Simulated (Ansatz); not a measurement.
All numbers were calculated with Ansatz.

A structure relaxed at PBE0-D4/def2-TZVP, charge 0, multiplicity 1:

Cartesian coordinates in Å:
```
N 0.298 -0.973 -1.650
Si -0.573 0.214 -0.789
C 0.091 0.543 0.996
O 0.034 -0.571 1.762
F -0.614 1.557 1.595
F 1.383 1.010 0.959
H 1.212 -0.764 -2.017
H 0.221 -1.944 -1.394
H -0.456 1.515 -1.486
H -1.978 -0.221 -0.616
H 0.383 -0.366 2.641
```

(1) Give its formula and SMILES.

(2) Summarise the bond lengths by kind.

Answers

(1) CH5F2NOSi, `N[SiH2]C(O)(F)F`.

(2) 1 × N–Si 1.706 Å; 2 × H–N 1.007 Å; 1 × C–Si 1.932 Å; 2 × H–Si 1.481 Å; 1 × C–O 1.354 Å; 2 × C–F 1.373 to 1.375 Å; 1 × H–O 0.968 Å.
